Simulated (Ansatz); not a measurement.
AgF (SMILES [F][Ag]), singlet, geometry from GFN2-xTB (such geometries of metal compounds can be far from the true shape) (core potentials on Ag); PBE0/def2-SVP run with Ansatz (a quantum-chemistry and plane-wave program).

The Ansatz input:
Ansatz 0.2 input:
```yaml
crystal:
  periodic: [false, false, false]
  atoms:
    - {symbol: Ag, position_ang: [-0.00000000, -0.00000000, -0.31678464]}
    - {symbol: F, position_ang: [0.00000000, 0.00000000, 1.65431980]}
basis:
  gaussian:
    orbitals: def2-SVP
hamiltonian:
  xc: pbe0
accuracy: high
```

Output, abridged:

```
Functional definition: PBE0
846 factors; integrals over basis functions are off by at most 2.9e-9 eV
mean field evaluation 1: about -6706.5678 eV, gradient 4.3e1 eV
mean field evaluation 2: about -6646.4821 eV, gradient 1.8e2 eV
mean field evaluation 4: about -6709.9807 eV, gradient 1.0e1 eV
mean field evaluation 8: about -6710.1782 eV, gradient 6.1e-1 eV
mean field evaluation 16: about -6710.1789 eV, gradient 1.2e-6 eV
mean field -6710.17891866 eV, -246.5945269382 hartree, gradient 1.5e-8 eV, S^2 0.000000; 0 other end points of the search recorded, 0 dependent functions left out
reference -6710.17892107 eV, -246.5945270267 hartree; 14, 14 occupied and 31, 31 virtual orbitals, 846 factors
Total energy: -6710.17892107 eV, -246.5945270267 hartree
```
